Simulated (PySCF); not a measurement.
## Electron correlation in Ga⁻ (gallium, charge -1)

[Ar] 3d10 4s2 4p2, high-spin 3P determinant. Computed with PySCF 2.14 in x2c-TZVPPall with one added diffuse shell each of s, p, d type (7s6p5d1f, 57 functions), with the spin-free X2C one-electron Hamiltonian (Gaussian nucleus). Frozen: [Ar] 3d10; 4 electrons correlated.

```
  level  correlation energy (mhartree)
   CCSD                         -58.27
    (T)                          -2.13
CCSD(T)                         -60.40
```

Diagnostics: T1 = 0.014, D1 = 0.0336, largest double amplitude 0.083.

Cost of the coupled-cluster step: of the order of 0.6 core-seconds, for 4 correlated electrons.

Iterations:

```
CC2 = 0
CCSD nocc = (np.int64(3), np.int64(1)), nmo = (43, 43)
frozen orbitals [[0, 1, 2, 3, 4, 5, 6, 7, 8, 9, 10, 11, 12, 13], [0, 1, 2, 3, 4, 5, 6, 7, 8, 9, 10, 11, 12, 13]]
max_cycle = 100
direct = 0
conv_tol = 1e-08
conv_tol_normt = 1e-06
diis_space = 8
diis_start_cycle = 0
Init t2, MP2 energy = -0.0446677793508311
Init E_corr(UCCSD) = -0.0446677793686391
cycle = 1  E_corr(UCCSD) = -0.0539516727780919  dE = -0.00928389341  norm(t1,t2) = 0.0581354
cycle = 2  E_corr(UCCSD) = -0.0566160995764598  dE = -0.0026644268  norm(t1,t2) = 0.0224726
cycle = 3  E_corr(UCCSD) = -0.0582555445209086  dE = -0.00163944494  norm(t1,t2) = 0.0104103
cycle = 4  E_corr(UCCSD) = -0.0582633334190177  dE = -7.78889811e-06  norm(t1,t2) = 0.00216812
cycle = 5  E_corr(UCCSD) = -0.0582770617463859  dE = -1.37283274e-05  norm(t1,t2) = 0.000450812
cycle = 6  E_corr(UCCSD) = -0.0582715888873616  dE = 5.47285902e-06  norm(t1,t2) = 0.000107254
cycle = 7  E_corr(UCCSD) = -0.0582741074410113  dE = -2.51855365e-06  norm(t1,t2) = 3.01032e-05
cycle = 8  E_corr(UCCSD) = -0.0582738004359237  dE = 3.07005088e-07  norm(t1,t2) = 1.16101e-05
cycle = 9  E_corr(UCCSD) = -0.0582735994771547  dE = 2.00958769e-07  norm(t1,t2) = 4.30504e-06
cycle = 10  E_corr(UCCSD) = -0.0582736657687072  dE = -6.62915525e-08  norm(t1,t2) = 1.23399e-06
cycle = 11  E_corr(UCCSD) = -0.058273668077107  dE = -2.30839977e-09  norm(t1,t2) = 2.72661e-07
UCCSD converged
E(UCCSD) = -1942.22566416862  E_corr = -0.05827366807710695
UCCSD(T) correction = -0.00213339321346874
```
